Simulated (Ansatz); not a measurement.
A run on CH$_{5}$GeN, SMILES `[CH3][Ge][NH2]` with other settings.

```yaml
crystal:
  periodic: [false, false, false]
  atoms:
    - {symbol: C, position_ang: [-0.661940, 0.861261, -0.597065]}
    - {symbol: Ge, position_ang: [1.191717, 0.622041, 0.118912]}
    - {symbol: N, position_ang: [0.922452, -1.068831, 0.733725]}
    - {symbol: H, position_ang: [-0.935736, 0.030513, -1.254252]}
    - {symbol: H, position_ang: [-0.759870, 1.794686, -1.153359]}
    - {symbol: H, position_ang: [-1.373346, 0.882748, 0.235157]}
    - {symbol: H, position_ang: [1.646563, -1.587998, 1.203184]}
    - {symbol: H, position_ang: [0.062460, -1.591520, 0.657898]}
basis:
  gaussian: {orbitals: def2-TZVP}
hamiltonian: {xc: {name: PBEsol}, dispersion: d3bjatm, pseudopotentials: {relativity: none}}
```

```sh
$ ansatz run in.yaml --threads 2 --pin off --events-out ev --progress --plain --max-ram 20480MiB --backend cpu
```

It prints (some lines left out):

```
Functional definition: PBEsol
913 factors; their error is unknown
mean field evaluation 1: about -59045.8071 eV, gradient 9.7e1 eV
mean field evaluation 2: about -58970.0616 eV, gradient 1.7e2 eV
mean field evaluation 4: about -59062.9968 eV, gradient 2.6e1 eV
mean field evaluation 8: about -59064.5775 eV, gradient 1.3e-1 eV
mean field evaluation 16: about -59064.5491 eV, gradient 2.9e-4 eV
mean field -59064.54913337 eV, -2170.5821452619 hartree, gradient 1.4e-5 eV, S^2 0.000000; 0 other end points of the search recorded, 0 dependent functions left out
reference -59064.54916713 eV, -2170.5821465028 hartree; 25, 25 occupied and 115, 115 virtual orbitals, 913 factors
Total energy: -59064.60270927 eV, -2170.5841141399 hartree
```

It took 1.5 s on 2 threads of an AMD EPYC 7R13 on a shared host, with 0.18 GiB of host memory at the peak.
